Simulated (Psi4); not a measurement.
C₆H₆N, doublet, at a GFN2-xTB geometry; B3LYP/3-21G run with Psi4.

Psi4 was given this input:
```
memory 2 GB

molecule mol {
0 2
  N     2.240240   -0.150745    0.014956
  C     0.857361   -0.055058    0.035288
  C     0.238226    1.187957   -0.097592
  C    -1.148048    1.278687   -0.154240
  C    -1.863076    0.119662   -0.076461
  C    -1.310895   -1.120205    0.059472
  C     0.075602   -1.207636    0.115826
  H     2.741276    0.687381    0.263557
  H     2.627303   -0.991539    0.413127
  H     0.840966    2.083596   -0.160326
  H    -1.624674    2.242029   -0.256412
  H    -1.913575   -2.013747    0.122725
  H     0.552013   -2.172941    0.218879
}

set basis 3-21g
set reference uks

energy('b3lyp')
print_variables()
```

What the program printed (banner, timings and long lists left out):

```
   => Loading Basis Set <=

    Name: 3-21G
    Role: ORBITAL
    Keyword: BASIS

         ---------------------------------------------------------
                                   SCF
               by Justin Turney, Rob Parrish, Andy Simmonett
                          and Daniel G. A. Smith
                              UKS Reference
         ---------------------------------------------------------

  ==> Geometry <==

    Molecular point group: c1
    Full point group: C1

    Geometry (in Angstrom), charge = 0, multiplicity = 2:

       Center              X                  Y                   Z               Mass
    ------------   -----------------  -----------------  -----------------  -----------------
         N            2.274907910447    -0.152520955530     0.021439397286    14.003074004430
         C            0.892028910447    -0.056833955530     0.041771397286    12.000000000000
         C            0.272893910447     1.186181044470    -0.091108602714    12.000000000000
         C           -1.113380089553     1.276911044470    -0.147756602714    12.000000000000
         C           -1.828408089553     0.117886044470    -0.069977602714    12.000000000000
         C           -1.276227089553    -1.121980955530     0.065955397286    12.000000000000
         C            0.110269910447    -1.209411955530     0.122309397286    12.000000000000
         H            2.775943910447     0.685605044470     0.270040397286     1.007825032230
         H            2.661970910447    -0.993314955530     0.419610397286     1.007825032230
         H            0.875633910447     2.081820044470    -0.153842602714     1.007825032230
         H           -1.590006089553     2.240253044470    -0.249928602714     1.007825032230
         H           -1.878907089553    -2.015522955530     0.129208397286     1.007825032230
         H            0.586680910447    -2.174716955530     0.225362397286     1.007825032230

  Running in c1 symmetry.

  Rotational constants: A =      0.18746  B =      0.09342  C =      0.06243 [cm^-1]
  Rotational constants: A =   5619.80372  B =   2800.55488  C =   1871.57252 [MHz]
  Nuclear repulsion =  263.445453159841747

  Charge       = 0
  Multiplicity = 2
  Electrons    = 49
  Nalpha       = 25
  Nbeta        = 24

  ==> Algorithm <==

  SCF Algorithm Type is DF.
  DIIS enabled.
  MOM disabled.
  Fractional occupation disabled.
  Guess Type is SAD.
  Energy threshold   = 1.00e-06
  Density threshold  = 1.00e-06
[...]
      Ntotal   =   49.0000092652 ; deviation = 9.265e-06

   @Spin Contamination Metric:   7.772097358E-03
   @S^2 Expected:                7.500000000E-01
   @S^2 Observed:                7.577720974E-01
   @S   Expected:                5.000000000E-01
   @S   Observed:                5.000000000E-01

    Orbital Energies [Eh]
    ---------------------

    Alpha Occupied:

[...]
      25A     -0.198209

    Alpha Virtual:

[...]
    Beta Occupied:

[...]
    Beta Virtual:

[...]
    Final Occupation by Irrep:
              A
    DOCC [    24 ]
    SOCC [     1 ]
    NA   [    25 ]
    NB   [    24 ]

  @DF-UKS Final Energy:  -285.33214020463339

   => Energetics <=

    Nuclear Repulsion Energy =            263.4454531598417475
    One-Electron Energy =                -905.5806401811196338
    Two-Electron Energy =                 390.4715794145200789
    DFT Exchange-Correlation Energy =     -33.6685325978755117
    Empirical Dispersion Energy =           0.0000000000000000
    VV10 Nonlocal Energy =                  0.0000000000000000
    Total Energy =                       -285.3321402046333901

  UHF NO Occupations:
  HONO-2 :   23  A 1.9996839
  HONO-1 :   24  A 1.9970500
  HONO-0 :   25  A 1.0000000
  LUNO+0 :   26  A 0.0029500
  LUNO+1 :   27  A 0.0003161
  LUNO+2 :   28  A 0.0002546
  LUNO+3 :   29  A 0.0001458

Computation Completed

Properties will be evaluated at   0.000000,   0.000000,   0.000000 [a0]

Properties computed using the SCF density matrix

 Multipole Moments:

 ------------------------------------------------------------------------------------
     Multipole            Electronic (a.u.)      Nuclear  (a.u.)        Total (a.u.)
 ------------------------------------------------------------------------------------

 L = 1.  Multiply by 2.5417464519 to convert [e a0] to [Debye]
 Dipole X            :         -2.3054303            3.2101470            0.9047167
 Dipole Y            :          0.1462816           -0.1644361           -0.0181545
 Dipole Z            :         -0.1147342            0.6003404            0.4856063
 Magnitude           :                                                    1.0269641

 ------------------------------------------------------------------------------------

  Variable Map:
  ----------------------------------------------------------------------------
[...]
  Array Variable Map:
  ----------------------------------------------------------------------------
[...]
[...]
```
